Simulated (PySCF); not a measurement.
PySCF 2.14 output of an unrestricted PBE0 calculation on a single atom or ion in aug-cc-pV5Z-PP with ECP60MDF (8s8p7d5f4g3h2i, 197 functions), with scalar relativity through the core potential:

```
SCF conv_tol = 1e-09
number electrons alpha = 10  beta = 8
    C. Adamo and V. Barone.,  J. Chem. Phys. 110, 6158 (1999)
    M. Ernzerhof and G. E. Scuseria.,  J. Chem. Phys. 110, 5029 (1999)
cycle= 1 E= -119.367579135376  delta_E= -0.00956  |g|= 0.045  |ddm|= 0.16
cycle= 2 E= -119.367568575901  delta_E= 1.06e-05  |g|= 0.0462  |ddm|= 0.0566
cycle= 3 E= -119.3682460614  delta_E= -0.000677  |g|= 0.0057  |ddm|= 0.0289
cycle= 4 E= -119.368255125265  delta_E= -9.06e-06  |g|= 0.000415  |ddm|= 0.00319
cycle= 5 E= -119.36825525635  delta_E= -1.31e-07  |g|= 9.22e-05  |ddm|= 0.000771
cycle= 6 E= -119.368255275302  delta_E= -1.9e-08  |g|= 4.36e-05  |ddm|= 0.000356
cycle= 7 E= -119.368255293273  delta_E= -1.8e-08  |g|= 3.34e-05  |ddm|= 0.000482
cycle= 8 E= -119.368255313819  delta_E= -2.05e-08  |g|= 2.14e-06  |ddm|= 0.00124
cycle= 9 E= -119.368255313875  delta_E= -5.62e-11  |g|= 1.57e-07  |ddm|= 6.91e-05
converged SCF energy = -119.368255313875  <S^2> = 2.0014923  2S+1 = 3.0009947
```

The run itself started from symmetry-adapted Hartree-Fock orbitals and held the occupation by maximum overlap, on a logarithmic radial grid, so the iterations belong to that start.

Problem. Which element, charge and spin multiplicity is this?

Solution. Pt (platinum, neutral), multiplicity 3; the state was [Xe] 4f14 5d9 6s1, high-spin 3D determinant.

Energies and moments cover only the electrons outside the core potential. Spin-orbit coupling, absent here, splits the open shell strongly.
